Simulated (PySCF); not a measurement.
# One molecule, several mistakes: AlB2GeH5

Calculated results; nothing here was measured. They come from PySCF 2.14.0, an open-source quantum chemistry program, on an isolated molecule that a program drew, which may never have been made. The molecule is AlB2GeH5 (charge 0, singlet), drawn as the SMILES string `B[B]([AlH2])[GeH]`.

Each row is a Hartree-Fock (HF) and frozen-core CCSD(T) single point in the cc-pV(D+d)Z basis, meant for a local HF minimum. Run 1 is clean. Each other run has one planted mistake out of seven kinds, and not every kind appears here: one electron removed, one electron added, multiplicity raised by two, geometry at a saddle point, minimal basis STO-3G, one bond length entered in bohr, all coordinates scaled. The reference is restricted for singlets and unrestricted otherwise, and also for a bond in bohr. Adding or removing an electron swaps singlet and doublet. Electrons count all cores. HOMO and LUMO are orbital energies over both spins, the gradient is its largest component, and the lowest frequency (negative if imaginary) is given only where the gradient is small. Bond lengths are over the 8 bonds as drawn. T1 is the CCSD diagnostic: over 0.02 (restricted) or 0.045 (unrestricted) a single reference is doubtful. Germanium has the cc-pVDZ-PP basis, with a core potential (ECP10MDF) in place of its 10 inner electrons, and its 3s, 3p and 3d shells are frozen in CCSD(T).

Geometry of the clean run:
```xyz
9
AlB2GeH5, angstrom
B    -1.5971    1.0585    1.3934
B    -2.4591   -0.0594    0.5534
Al   -1.7264   -2.0647    0.6525
Ge   -4.1086    0.3753   -0.5886
H    -0.6836    1.6465    0.8744
H    -1.8406    1.3009    2.5462
H    -0.6974   -2.5840   -0.4312
H    -2.2201   -3.0287    1.8047
H    -5.0301    0.0705    0.6661
```

| run | electrons | basis functions | <S^2> | HOMO (eV) | LUMO (eV) | gradient (hartree/bohr) | lowest frequency (cm^-1) | mean bond (Å) | longest bond (Å) | T1 | HF (hartree) | CCSD(T) (hartree) | mistake |
|---|---|---|---|---|---|---|---|---|---|---|---|---|---|
| 1 | 60 | 99 | 0.000 | -8.65 | 0.24 | 2.7e-05 | 101 | 1.6237 | 2.137 | 0.0245 | -587.48979 | -587.87195 | no fault |
| 2 | 60 | 99 | 2.028 | -7.30 | -0.60 | 2.5e-02 | - | 1.6237 | 2.137 | 0.0229 | -587.44653 | -587.80660 | multiplicity raised by two |
| 3 | 60 | 99 | 0.000 | -8.70 | 0.40 | 4.9e-02 | - | 1.5165 | 1.996 | 0.0251 | -587.45932 | -587.84291 | all coordinates scaled |
| 4 | 60 | 99 | 0.961 | -7.72 | -0.09 | 1.2e-02 | - | 1.8520 | 3.879 | 0.0470 | -587.41543 | -587.76536 | one bond length entered in bohr |
| 5 | 59 | 99 | 0.789 | -15.26 | -6.62 | 3.1e-02 | - | 1.6237 | 2.137 | 0.0278 | -587.21079 | -587.56400 | ? |
| 6 | 61 | 99 | 0.769 | -1.15 | 4.83 | 2.7e-02 | - | 1.6237 | 2.137 | 0.0375 | -587.50391 | -587.90331 | ? |

**Which mistake was planted in run 5, and what did it cost?**

It counts 59 electrons, one fewer than the clean run, at the same geometry and basis. So the mistake is: one electron removed. Subtracting run 1 and multiplying by 627.51 kcal/mol a hartree, the energy moved by 175.1 kcal/mol in HF and 193.2 kcal/mol in CCSD(T).

**Which mistake was planted in run 6, and what did it cost?**

It counts 61 electrons, one more than the clean run, at the same geometry and basis. So the mistake is: one electron added. Subtracting run 1 and multiplying by 627.51 kcal/mol a hartree, the energy moved by -8.9 kcal/mol in HF and -19.7 kcal/mol in CCSD(T).

Cautions from the logs. Run 1: T1 is over the limit, so its CCSD(T) energy is less reliable; run 3: T1 is over the limit, so its CCSD(T) energy is less reliable; run 4: T1 is over the limit, so its CCSD(T) energy is less reliable.
